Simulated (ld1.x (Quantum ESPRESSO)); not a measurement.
Cs (Z = 55) PAW: all-electron and pseudo phase curves

| Property | Result |
| --- | --- |
| Element | Cs (Z = 55) |
| Generator | ld1.x (Quantum ESPRESSO) 7.5 |
| Type | PAW |
| Functional | PBE |
| Relativity | fully relativistic |
| Frozen core | [Kr] 4d10 |
| Valence charge | 9 |
| Reference configuration | 5s2 5p6 5d0 6s1 6p0 |
| Partial waves | 5s (bound): rcut 2.60, rcutus 3.20 bohr; 6s (bound): rcut 2.60, rcutus 3.20 bohr; 5p (bound): rcut 2.75, rcutus 3.50 bohr; 6p (bound, empty): rcut 2.75, rcutus 3.50 bohr; 5d (bound, empty): rcut 4.10, rcutus 4.35 bohr; 5d channel at 5.25 Ry: rcut 4.10, rcutus 4.35 bohr |
| Local potential | all-electron potential smoothed inside 2.45 bohr (lloc = -1) |
| Core correction | Bessel-smoothed model core inside 1.55 bohr |
| Augmentation charge | BESSEL, radius 2.20 bohr |

Open shells are filled in proportion to 2j + 1 (rel_dist='average').

The phase is arctan(r·u′/u) with u = r·R(r), unwrapped; energies in Ry, scanned from -4 to 5 Ry. A pole is an energy at which the radial function vanishes at the test radius. The pseudo phase is shifted by a multiple of π to meet the all-electron one at the reference energy, and phase errors are pseudo minus all-electron; the curves can meet again beyond the range given. Levels narrower than the energy grid can be missing from the lists of poles.

Q: For each channel, where are the poles, and over which energies does the pseudopotential scatter like the atom?

A:

| channel | radius (bohr) | reference energy (Ry) | poles, all-electron | poles, pseudo | unbroken range about the reference energy with phases within 0.05 rad | phase error 1 Ry above the reference energy (rad) |
| --- | --- | --- | --- | --- | --- | --- |
| s | 4.71 | -0.15 | -1.96, 0.59, 3.44 | -1.96, 0.59, 3.50 | below 1.7 | +0.001 |
| p1/2 | 4.71 | -0.06 | -1.06, 1.07, 4.05 | -1.06, 0.98, 3.67 | -1.9 to 1.3 | -0.024 |
| p3/2 | 4.71 | -0.05 | -0.93, 1.17, 4.20 | -0.93, 1.09, 3.84 | -2.6 to 1.6 | -0.015 |
| d3/2 | 4.71 | -0.03 | 0.26, 2.21 | -2.11, 0.47 | -0.1 to 0.0 | +0.859 |
| d5/2 | 4.71 | -0.03 | 0.28, 2.23 | -2.16, 0.49 | -0.1 to 0.1 | +0.780 |

The ghost test of this file was not conclusive.

Phases in the p3/2 channel:

| E (Ry) | all-electron | pseudo |
| --- | --- | --- |
| -4.00 | 1.462 | 1.462 |
| -3.52 | 1.454 | 1.454 |
| -3.04 | 1.444 | 1.445 |
| -2.56 | 1.431 | 1.423 |
| -2.08 | 1.414 | 1.413 |
| -1.60 | 1.385 | 1.385 |
| -1.12 | 1.299 | 1.298 |
| -0.64 | -1.814 | -1.815 |
| -0.16 | -2.040 | -2.040 |
| 0.32 | -3.824 | -3.840 |
| 0.80 | -4.593 | -4.607 |
| 1.28 | -4.739 | -4.763 |
| 1.76 | -4.848 | -4.932 |
| 2.24 | -5.122 | -6.483 |
| 2.72 | -7.299 | -7.663 |
| 3.20 | -7.710 | -7.786 |
| 3.68 | -7.801 | -7.840 |
| 4.16 | -7.851 | -7.878 |
| 4.64 | -7.892 | -7.914 |
